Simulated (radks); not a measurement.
The silicon anion Si4-, [Ar], held by a Watson sphere: a shell of charge +4 at radius R that stands for the Madelung well of a crystal (potential energy -4/R inside, -4/r outside, in hartree with lengths in bohr). All-electron calculation, non-relativistic Kohn-Sham, PBEsol, spin-polarised, spherical densities, point nucleus. Program: a radial shooting solver on a logarithmic mesh with Libxc functionals. Response by self-consistent Sternheimer equations with the Hartree and adiabatic LDA kernel. The sphere does not respond.

R (bohr)  e(2p) (eV)  e(3s) (eV)  e(3p) (eV)  <r> 3p (bohr)  sum of <r^2> (bohr^2)  X-ray form factor at sin(theta)/lambda = 0.3 1/angstrom  alpha (bohr^3)
2.02         -92.698     -15.219      -7.885          2.398                  52.93                                                    8.009           33.45
2.15         -92.255     -14.698      -7.642          2.468                  55.64                                                    7.991           36.71
2.39         -91.851     -13.784      -7.181          2.597                  60.95                                                    7.987           43.81
2.67         -91.751     -12.816      -6.644          2.750                  67.55                                                    8.015           54.11
2.72         -91.757     -12.655      -6.550          2.777                  68.77                                                    8.023           56.20
3.56         -92.121     -10.473      -5.130          3.241                  90.88                                                    8.153           106.2
3.71         -92.185     -10.178      -4.914          3.325                  95.15                                                    8.168           118.8
4.45         -92.394      -9.073      -4.021          3.747                  117.9                                                    8.200           203.4
4.54         -92.409      -8.972      -3.931          3.799                  120.9                                                    8.201           216.7
